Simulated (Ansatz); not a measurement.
Molecule: B₂H₃, net charge 0, doublet state. It need not be the lowest isomer of its formula. SMILES: [BH]B
Coordinates optimised at B3LYP-D3(BJ)/def2-TZVP (Ansatz, an electronic-structure program):
```xyz
5

B     -0.2379     0.0034     0.8100
B      0.2019    -0.0029    -0.6875
H     -0.5693     0.0082     1.9388
H      0.3386     1.0200    -1.2906
H      0.4106    -1.0309    -1.2607
```
Charge 0, spin multiplicity 2.

Property: atomisation energy (electronic, to ground-state atoms), in kJ/mol. Cores are frozen in the correlated levels unless marked. UHF or UKS for open shells. No spin-orbit coupling. No relativistic terms. The coupled-cluster limit lacks core correlation, which all-electron functionals hold. Basis-set limits of correlation are two-point, X^-3; Hartree-Fock from the larger set.

| level | program | atomisation energy (kJ/mol) |
|---|---|---|
| BLYP-D3(BJ)/def2-TZVPD | Ansatz + dftd3 | 1533.4 |

Question: What does CCSD(T)/CBS(def2-TZVPPD,def2-QZVPPD) (Ansatz) give?

Answer: 1495.5 kJ/mol
